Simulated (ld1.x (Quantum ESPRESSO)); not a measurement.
The numbers below are computed, except where a source is named.
**Potentials for P (Z = 15) compared**

Generated with ld1.x 7.5 (TM, RRKJ, ultrasoft, PAW), atompaw 4.2 or ONCVPSP 4.0.1. The cutoff is in Ry: for ld1.x and atompaw files where the sum of valence levels is converged to 10 mRy in a Bessel basis, for ONCV files where the hardest occupied wave has 1 mHa per electron of residual kinetic energy. The error is the largest all-electron minus pseudo excitation energy over each file’s own four to seven test configurations (ionisations up to +4, promotions, holes and added fractions of an electron), all of which were solved. The labels leave out finer settings (local radius, basis sizes, second energies), which also bear on the numbers. Spin-polarised tests are not counted. The rows are a selection from randomly drawn settings: files with unsolved tests, undetermined cutoffs or missed reference levels are left out.

| potential | cutoff (Ry) | largest error (meV) | bound ghosts |
| --- | --- | --- | --- |
| RRKJ, LDA (PZ), non-relativistic, rc 1.60/1.65 (sp), local s, core correction yes, reference 3s2 3p1 | 35 | +34 | none |
| TM, PBEsol, scalar-relativistic, rc 1.55/1.30/1.35 (spd), local smoothed, core correction no, reference 3s2 3p3 | 55 | +234 | none |
| TM, PBE, scalar-relativistic, rc 1.70/1.75/1.85 (spd), local p, core correction no, reference 3s2 3p2.5 | 21 | +200 | none |
| TM semilocal, PW91, non-relativistic, rc 1.30/1.75/1.90 (spd), local s, core correction no, reference 3s1 3p4 | 30 | +24 | none |
| TM, LDA (PZ), scalar-relativistic, rc 1.15/1.40 (sp), local s, core correction yes, reference 3s2 3p1 | 60 | +76 | none |
| RRKJ, PW91, scalar-relativistic, rc 1.30/1.45 (sp), local smoothed, core correction no, reference 3s1 3p4 | 18 | +416 | none |

Fill in the row for P: TM, Wu–Cohen, scalar-relativistic, rc 1.40/1.25 (sp), local smoothed, core correction yes, reference 3s1.75 3p3.25.

cutoff 70 Ry, largest error +157 meV, bound ghosts: none.
